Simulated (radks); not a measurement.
Fractional charge and spin in the 5s shell of iodine: the spin-up occupation runs from 0 to 1 and the spin-down occupation from 0 to 1; the fullest corner is I, [Kr] 4d10 5p(up 2.5, down 2.5) 5s(up 1, down 1). Method: scalar-relativistic Kohn-Sham, LDA (Slater exchange, Perdew-Wang correlation), spin-polarised, spherical densities, point nucleus; computed with a radial shooting solver on a logarithmic mesh with Libxc functionals. Energy (eV) minus the two flat planes that join the four corners (they meet along the diagonal where the two added fractions sum to one electron); zero is where a piecewise linear energy would lie.

\begin{tabular}{lrrrrr}
down \ up & 0 & 0.25 & 0.5 & 0.75 & 1 \\ \hline
0 & 0.000 & -0.961 & -1.275 & -0.950 & 0.000 \\
0.25 & -0.961 & -1.227 & -0.857 & 0.137 & -0.875 \\
0.5 & -1.275 & -0.857 & 0.182 & -0.786 & -1.157 \\
0.75 & -0.950 & 0.137 & -0.786 & -1.113 & -0.860 \\
1 & 0.000 & -0.875 & -1.157 & -0.860 & 0.000 \\
\end{tabular}

Corners above the fullest one (they belong to I+ and the next ion): (up 1, down 0) 22.190 eV, (up 0, down 1) 22.190 eV, (up 0, down 0) 54.850 eV. With half an added electron in each spin the energy lies 0.182 eV from the planes, and with half an added electron in spin up alone -1.275 eV. The planes are only a guide here: the flat-plane condition holds for ground states with one frontier orbital, while this shell lies below other occupied shells, so the corners above the fullest one are inner-hole states and not the ground states of those ions.
